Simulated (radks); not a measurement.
Results of a calculation; reference values are marked as such.
Lu2+, 69 electrons, occupied as [Xe] 4f14 6s1. Code: a radial shooting solver on a logarithmic mesh with Libxc functionals. Model: Dirac Kohn-Sham, PBE, spin-unpolarised, spherical densities, finite nucleus; Fermi nuclear charge, rms radius 5.37 fm.

Unscreened Slater integrals over Kohn-Sham orbitals (cm^-1). Large and small components are both included.

\begin{tabular}{lr}
integral & value \\ \hline
F0(6s1/2,6s1/2) & 64519 \\
F0(6s1/2,4f7/2) & 84029 \\
G3(6s1/2,4f7/2) & 3227.7 \\
F0(6s1/2,4f5/2) & 84134 \\
G3(6s1/2,4f5/2) & 3129.9 \\
F0(6s1/2,5p3/2) & 79190 \\
G1(6s1/2,5p3/2) & 7460.8 \\
F0(4f7/2,4f7/2) & 283500 \\
F2(4f7/2,4f7/2) & 132570 \\
F4(4f7/2,4f7/2) & 82769 \\
F6(4f7/2,4f7/2) & 59433 \\
F0(4f7/2,4f5/2) & 286180 \\
F2(4f7/2,4f5/2) & 133980 \\
F4(4f7/2,4f5/2) & 83677 \\
G2(4f7/2,4f5/2) & 133560 \\
G4(4f7/2,4f5/2) & 83427 \\
G6(4f7/2,4f5/2) & 59918 \\
F0(4f7/2,5p3/2) & 169800 \\
F2(4f7/2,5p3/2) & 55448 \\
G2(4f7/2,5p3/2) & 28042 \\
G4(4f7/2,5p3/2) & 21628 \\
F0(4f5/2,4f5/2) & 288930 \\
F2(4f5/2,4f5/2) & 135450 \\
F4(4f5/2,4f5/2) & 84628 \\
F0(4f5/2,5p3/2) & 170410 \\
F2(4f5/2,5p3/2) & 54845 \\
G2(4f5/2,5p3/2) & 27108 \\
G4(4f5/2,5p3/2) & 21021 \\
F0(5p3/2,5p3/2) & 140110 \\
F2(5p3/2,5p3/2) & 75316 \\
\end{tabular}
